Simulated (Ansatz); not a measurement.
`C[B](C)[GaH2]` and `CB(C)C` differ in one atom or group.

Ansatz, PBE0-D4/def2-TZVP geometries, multiplicity 1. 

Scalar relativity is left out up to krypton.

```tsv
property	`C[B](C)[GaH2]`
LUMO energy (PBE0/def2-TZVPP) / eV	-1.42
HOMO energy (ωB97M-V/def2-TZVPP) / eV	-8.96
HOMO energy (B3LYP/def2-TZVPP) / eV	-6.68
HOMO–LUMO gap (B3LYP/def2-TZVPP) / eV	4.98
LUMO energy (B3LYP/def2-TZVPP) / eV	-1.70
HOMO–LUMO gap (PBE0/def2-TZVPP) / eV	5.42
```

(1) What does the change do to each property? (An estimate is asked.)

## Answers

(1) Computed: 
```json
{"property": "LUMO energy (PBE0/def2-TZVPP) / eV", "`CB(C)C`": "-0.10", "shift": "1.32"}
{"property": "HOMO energy (ωB97M-V/def2-TZVPP) / eV", "`CB(C)C`": "-10.82", "shift": "-1.86"}
{"property": "HOMO energy (B3LYP/def2-TZVPP) / eV", "`CB(C)C`": "-8.30", "shift": "-1.62"}
{"property": "HOMO–LUMO gap (B3LYP/def2-TZVPP) / eV", "`CB(C)C`": "7.97", "shift": "2.99"}
{"property": "LUMO energy (B3LYP/def2-TZVPP) / eV", "`CB(C)C`": "-0.33", "shift": "1.37"}
{"property": "HOMO–LUMO gap (PBE0/def2-TZVPP) / eV", "`CB(C)C`": "8.39", "shift": "2.97"}
```

With PBE0 the HOMO falls by 1.65 eV and the LUMO rises by 1.32 eV, so the gap widens by about 2.97 eV. PBE moves the HOMO by -1.38 eV and ωB97M-V by -1.86 eV.

Positive LUMOs are unbound, so they and the gaps depend on the basis.

B3LYP here is the variant with VWN-RPA as its local correlation; programs differ in this.
